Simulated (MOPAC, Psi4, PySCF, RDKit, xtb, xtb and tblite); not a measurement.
Two geometries of C₃H₆Ge, SMILES [GeH3][CH2]C#C, relaxed at GFN2-xTB with one dihedral held; other torsions can differ between them too.

Structure A

```
10

C      2.3041     0.7311     0.1039
C      1.3440     0.0376    -0.0714
C      0.1718    -0.7780    -0.2736
Ge    -1.5065     0.2076     0.1417
H      3.1585     1.3208     0.2533
H      0.1433    -1.1271    -1.3086
H      0.2368    -1.6570     0.3736
H     -2.1687     0.7081    -1.1032
H     -2.4906    -0.7019     0.8125
H     -1.2580     1.3697     1.0433
```

Structure B

```
10

C      2.2972     0.7412     0.1406
C      1.3433     0.0437    -0.0515
C      0.1771    -0.7755    -0.2732
Ge    -1.5001     0.1973     0.1511
H      3.1473     1.3335     0.3039
H      0.1526    -1.1060    -1.3148
H      0.2419    -1.6659     0.3588
H     -1.9005     1.1071    -0.9654
H     -2.6202    -0.7791     0.3464
H     -1.3647     1.0099     1.3953
```

Which is lower in energy at the level Psi4 1.11 with DF-MP2 (frozen core)/cc-pVTZ // GFN2-xTB, and by how much?

B is lower, by 3.28 kJ/mol (dihedral C2–C3–Ge4–H8: 100° in A, 80° in B).

E(B) − E(A) in kJ/mol at the other levels, on the same two geometries: GFN2-xTB (xtb and tblite) -2.47; PBE/def2-TZVP // GFN2-xTB (Psi4) -2.60; PBE-D3(BJ)/def2-TZVP // GFN2-xTB (Psi4) -2.62; wB97X-D/def2-TZVP // GFN2-xTB (Psi4) -2.80; HF/cc-pVTZ // GFN2-xTB (Psi4) -3.38; UFF // GFN2-xTB (RDKit) -3.29; PM7, restricted, heats of formation // GFN2-xTB (MOPAC) -1.49; PM6, restricted, heats of formation // GFN2-xTB (MOPAC) -1.21; GFN1-xTB // GFN2-xTB (xtb) -3.25; restricted B3LYP/6-31G*, spherical d // GFN2-xTB (PySCF) -2.87; restricted BP86/6-31G*, spherical d // GFN2-xTB (PySCF) -2.75; restricted M06-2X/6-31G*, spherical d // GFN2-xTB (PySCF) -3.03.
